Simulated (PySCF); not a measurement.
CH3FO3Si, SMILES O=CO[Si@@H](O)F.

Geometry: PBE0-D3(BJ)/def2-SVP. The structure was generated by enumeration; whether it is a known compound was not checked. The values are those of a single conformer.

Two levels are set side by side: TDDFT-PBE/def2-SVPD (PySCF) and TDDFT-M06-2X/def2-SVPD (PySCF). Vertical, same geometry. The lowest singlet is HOMO→LUMO 100 % with PBE and HOMO→LUMO 91 % with the other functional; states are paired by order. Differences are taken from unrounded values.

```json
[
 {"quantity": "lowest singlet excitation (eV)", "TDDFT-M06-2X": "5.62"},
 {"quantity": "lowest triplet excitation (TDA) (eV)", "TDDFT-M06-2X": "5.23"},
 {"quantity": "first bright state (f over 0.05) (eV)", "TDDFT-M06-2X": "8.41"},
 {"quantity": "its oscillator strength", "TDDFT-M06-2X": "0.10"}
]
```

Question: What does TDDFT-PBE give, and how far is it from TDDFT-M06-2X? (Estimate from the structure and the level; the computed values follow.)

Answer: 
```json
[
 {"quantity": "lowest singlet excitation (eV)", "TDDFT-PBE": "5.52", "TDDFT-PBE minus TDDFT-M06-2X": "-0.09"},
 {"quantity": "lowest triplet excitation (TDA) (eV)", "TDDFT-PBE": "4.99", "TDDFT-PBE minus TDDFT-M06-2X": "-0.24"},
 {"quantity": "first bright state (f over 0.05) (eV)", "TDDFT-PBE": "7.83", "TDDFT-PBE minus TDDFT-M06-2X": "-0.59"},
 {"quantity": "its oscillator strength", "TDDFT-PBE": "0.06", "TDDFT-PBE minus TDDFT-M06-2X": "-0.05"}
]
```

Rough cost on one machine, each run with all the roots and properties that it gave: TDDFT-M06-2X against TDDFT-PBE about 10 times.
